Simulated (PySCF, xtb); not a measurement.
H3P2, SMILES [PH]P, multiplicity 2.

Harmonic wavenumbers (cm⁻¹) from GFN2-xTB in xtb 6.7.1 at its own minimum, in rising order: 249, 518, 626, 640, 883, 1107, 2215, 2242, 2318.

Problem. What does PBE0-D3(BJ)/def2-TZVP in PySCF give at its own minimum? (The exact figures need the calculation; the answer reports its results.)

Solution. 306, 447, 612, 619, 899, 1086, 2384, 2394, 2427. Paired by order, the mean absolute difference is 70 cm⁻¹ and the zero-point energies are 15.4 and 16.0 kcal/mol.
